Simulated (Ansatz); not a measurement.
`C[SiH2][SiH2]CF` + H₂Te → `C[SiH2][SiH2][TeH]` + fluoromethane  (ligand exchange at the Si–C bond)

Computed with Ansatz on PBE0-D4/def2-TZVP structures; ΔE is electronic, products minus reactants. CCSD(T)/CBS adds triple-zeta CCSD(T) − MP2 to the extrapolated MP2 energy (def2 sets, frozen cores). This one scheme is used for every species. Functionals use def2-TZVPP. B3LYP here is the variant with VWN-RPA as its local correlation; programs differ in this. Elements past krypton have def2 core potentials. For Te outer-core shells are correlated without core-valence functions, which leaves a few kJ/mol of doubt a bond. Each species was taken in one conformer, which may not be the lowest.

`C[SiH2][SiH2]CF`:

```xyz
14

C     1.910   -0.716   -0.300
Si    0.536   -0.994    0.948
Si   -1.087    0.687    0.767
C    -1.426    1.024   -1.076
F    -1.621   -0.176   -1.759
H     2.672   -1.495   -0.215
H     2.394    0.250   -0.144
H     1.509   -0.741   -1.315
H    -0.110   -2.315    0.720
H     1.080   -0.992    2.336
H    -2.353    0.308    1.452
H    -0.612    1.976    1.349
H    -2.315    1.645   -1.225
H    -0.577    1.540   -1.537
```

H₂Te:

Z-matrix (Å, degrees):
```
Te
H 1 1.656
H 1 1.656 2 90.4
```

`C[SiH2][SiH2][TeH]`:

```xyz
12

C     1.640    0.381   -0.766
Si   -0.073   -0.335   -1.012
Si   -1.515    0.410    0.669
Te   -0.553   -0.241    2.890
H     1.620    1.469   -0.854
H     2.333   -0.010   -1.514
H     2.019    0.127    0.226
H    -0.040   -1.823   -0.933
H    -0.618    0.037   -2.349
H    -1.575    1.897    0.737
H    -2.903   -0.104    0.516
H    -0.335   -1.807    2.388
```

`CF`:

```xyz
5

C    -0.037    0.045   -0.019
F     0.793   -0.968    0.406
H    -1.010   -0.066    0.464
H    -0.151   -0.018   -1.103
H     0.405    1.006    0.253
```

```tsv
level	ΔE (kJ/mol)
B3LYP-D4	-86.8
BHLYP-D4	-92.4
B3LYP	-81.8
MP2/def2-TZVPP	-97.2
CCSD(T)/def2-TZVPP	-85.9
HF/def2-QZVPP	-88.1
HF/CBS(def2)	-88.2
CCSD/CBS(def2)	-92.7
```

(1) What does CCSD(T)/CBS give? (Best estimate.)

Largest T1 diagnostic among the species: 0.012.

## Answers

(1) The calculation gave: -93.9 kJ/mol. The listed levels differ from it by 7.1, 1.5, 12.1, -3.3, 8.0, 5.8, 5.7, 1.2 kJ/mol.

From PBE to PBE0 (25 % exact exchange), in def2-TZVPP and without D4, ΔE moves by −4.1 kJ/mol. The D4 term adds −4.9 kJ/mol with B3LYP and −2.6 kJ/mol with PBE0; it sums over pairs of atoms, weighted by their polarisabilities, and B3LYP, whose exchange is more repulsive, gets the larger term.

CCSD(T)/CBS has its own doubt, a few kJ/mol and more with outer-core shells, so smaller differences from it don't rank the levels.
